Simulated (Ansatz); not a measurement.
Process, species as SMILES: C=C[Se]C(C)C + 6 [H][H] (H2) → 5 C (CH4) + [SeH2] (H2Se)
Geometries: B3LYP-D3(BJ)/def2-TZVP minima from Ansatz (an electronic-structure program), one conformer each, not searched for the lowest.
Geometry of the first species:
```xyz
16

C      2.7944     0.8236     0.1189
C      1.6425     0.3592     0.5865
Se     0.3174    -0.5026    -0.4775
C     -1.2688     0.0369     0.5985
C     -2.4649    -0.7559     0.0920
C     -1.4942     1.5389     0.5426
H      3.5394     1.2305     0.7917
H      3.0393     0.8058    -0.9357
H      1.4127     0.3930     1.6462
H     -1.0309    -0.2705     1.6182
H     -3.3521    -0.5043     0.6783
H     -2.2987    -1.8306     0.1695
H     -2.6803    -0.5166    -0.9518
H     -0.6212     2.0916     0.8895
H     -2.3438     1.8137     1.1757
H     -1.7109     1.8591    -0.4780
```

Property: energy of full hydrogenation (electronic energy difference), in kJ/mol. Valence correlation only, unless marked. No spin-orbit coupling. Frozen are the shells of the preceding noble gas and the d and f shells that filled before the atom's block. Non-relativistic. Basis-set limits of correlation are two-point, X^-3; Hartree-Fock from the larger set.

CCSD(T)/CBS(cc-pVTZ,cc-pVQZ) (Ansatz) gives -494.8 kJ/mol.

Question: Another calculation gave -533.2 kJ/mol. Which level was it?
A) BHLYP/def2-TZVPD (Ansatz)
B) PBE/def2-TZVPD (Ansatz)
C) PBE0/def2-TZVPD (Ansatz)
D) LC-wPBE/def2-TZVPD (Ansatz)

Answer: C, PBE0/def2-TZVPD (Ansatz). The others give -502.1 (PBE), -549.1 (LC-wPBE), -565.7 (BHLYP) kJ/mol.
